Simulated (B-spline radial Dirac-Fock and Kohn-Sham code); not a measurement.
# Form factor and incoherent scattering function of Os¹⁹⁺

System: Os¹⁹⁺ in the configuration 1s2 2s2 2p6 3s2 3p6 3d10 4s2 4p6 4d10 4f11.

The computed values come from a radial atomic solver: configuration-average Dirac-Fock orbitals. f₀ is the Fourier transform of the spherical electron density, S the Waller-Hartree incoherent function, and s = sin θ/λ.

| s (Å⁻¹) | f₀ | S |
| --- | --- | --- |
| 0 | 57.000 | 0.000 |
| 0.05 | 56.850 | 0.115 |
| 0.1 | 56.403 | 0.454 |
| 0.15 | 55.672 | 1.003 |
| 0.2 | 54.673 | 1.743 |
| 0.25 | 53.432 | 2.645 |
| 0.3 | 51.976 | 3.679 |
| 0.35 | 50.340 | 4.816 |
| 0.4 | 48.557 | 6.023 |
| 0.45 | 46.663 | 7.275 |
| 0.5 | 44.694 | 8.549 |
| 0.6 | 40.664 | 11.087 |
| 0.7 | 36.703 | 13.536 |
| 0.8 | 32.993 | 15.851 |
| 0.9 | 29.652 | 18.020 |
| 1 | 26.738 | 20.053 |
| 1.1 | 24.263 | 21.966 |
| 1.2 | 22.201 | 23.773 |
| 1.4 | 19.119 | 27.115 |
| 1.6 | 17.032 | 30.116 |
| 1.8 | 15.518 | 32.776 |
| 2 | 14.279 | 35.091 |
| 2.5 | 11.539 | 39.555 |
| 3 | 9.116 | 42.680 |
| 3.5 | 7.272 | 45.016 |
| 4 | 6.053 | 46.856 |
| 5 | 4.785 | 49.575 |
| 6 | 4.030 | 51.455 |

f₀ starts at the number of electrons, 57, and has fallen to half at s ≈ 0.94 Å⁻¹. The sum of ⟨r²⟩ over the electrons is 8.163 bohr².
